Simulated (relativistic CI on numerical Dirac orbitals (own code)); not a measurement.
**K5+: calculation against measurement**

Computed by Dirac-Coulomb-Breit CI, orbitals from a KLI potential per configuration, QED by a radiative potential, valence Slater integrals scaled by 0.85, P86 correlation estimate, and configurations built on the next ion tied to the tabulated ionisation energy (semi-empirical) (own radial code, finite nucleus).

Configuration list (outside the closed core [Ne]): 3s2 3p2, 3s2 3p 3d, 3s2 3p 4s, 3s2 3p 4p, 3s2 3p 4d, 3s2 3p 5s, 3s2 3p 4f, 3s 3p3, 3p4, 3s2 3d2, 3s 3p2 3d, 3p2 3d2, 3p3 3d, 3s 3p 3d2, 3s 3p2 4s, 3s2 3p 5p, 3s 3p2 4p, 3s2 3p 5d, 3s2 3p 5f, 3s2 3d 4s, 3s2 3p 5g, 3s 3p2 4d, 3s 3p2 4f, 3s2 3d 4p. Levels of other configurations are missing.

```csv
Configuration,Term (tabulated),J,Measured (cm⁻¹),Computed,Error,Purity (%)
3s2 3p2,3P,0,0.0,0,0,96
3s2 3p2,3P,1,1132.5,1130,-2,97
3s2 3p2,3P,2,2927.2,2906,-21,96
3s2 3p2,1D,2,18977.8,18436,-542,96
3s2 3p2,1S,0,43358.8,41282,-2077,95
3s 3p3,3D°,1,140741.3,142260,1518,85
3s 3p3,3D°,2,140795.4,142313,1518,85
3s 3p3,3D°,3,140995.7,142525,1529,85
3s 3p3,3P°,0,163421.3,162819,-602,85
3s 3p3,3P°,1,163435.0,162827,-608,85
3s 3p3,3P°,2,163438.0,162804,-634,84
3s 3p3,3S°,1,218317.3,215949,-2369,87
3s 3p3,1P°,1,223840.1,221032,-2808,75
3s2 3p 3d,3P° †,2,252327.0,242488,-9839,79
3s2 3p 3d,3P° †,1,253503.0,243503,-10000,82
3s2 3p 3d,3P° †,0,254037.0,244033,-10004,84
3s2 3p 3d,3D° †,1,260069.0,250191,-9878,82
3s2 3p 3d,3D° †,2,260503.0,250614,-9889,82
3s2 3p 3d,3D° †,3,260786.0,250869,-9917,84
3s2 3p 3d,1F° †,3,285687.0,274138,-11549,96
3s2 3p 3d,1P° †,1,293723.0,281602,-12121,82
3s2 3p 4s,3P°,0,387423.0,387940,517,99
3s2 3p 4s,3P°,1,388116.0,388633,517,93
3s2 3p 4s,3P°,2,390496.0,391047,551,99
3s2 3p 4s,1P°,1,394420.0,395204,784,93
```

Measured levels from Sansonetti, J. Phys. Chem. Ref. Data 37, 7 (2008); pairs were made by configuration, J and term (by order where the table uses no LS term), so strongly mixed levels may be paired wrongly.

Mean error by configuration (cm⁻¹): 3s2 3p2 -660; 3s 3p3 -307; 3s2 3p 4s 592. Over the excited levels the mean absolute error is 1037 cm⁻¹ (24 of the 25 excited levels that our extract of the source holds in range could be paired, and the others can miss by more), and the median relative error of those above 1,000 cm⁻¹ is 0.55 %. † marks terms whose computed intervals miss the measured ones by more than a factor of 2.5, or configurations far off the rest, from wrong mixing, a near crossing or a doubtful label or measurement; they are left out of the means.
